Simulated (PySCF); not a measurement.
A structure optimised at PBE-D3(BJ)/def2-SVP, used in a PySCF frequency run:

```
Si
F 1 1.6362
O 1 1.6598 2 110.48
H 3 0.9735 1 113.93 2 -84.95
O 1 1.6652 2 109.46 3 -115.69
H 5 0.9729 1 113.96 2 -65.73
N 1 1.7149 2 104.41 5 -122.14
H 7 1.0219 1 119.55 2 -166.50
H 7 1.0221 8 110.99 1 -142.39
```
Charge 0, spin multiplicity 1.

Write its SMILES and formula.

N[Si](O)(O)F, FH₄NO₂Si

What are its rotational constants (standard atomic weights)?

3.9994, 3.6748, 3.6176 GHz
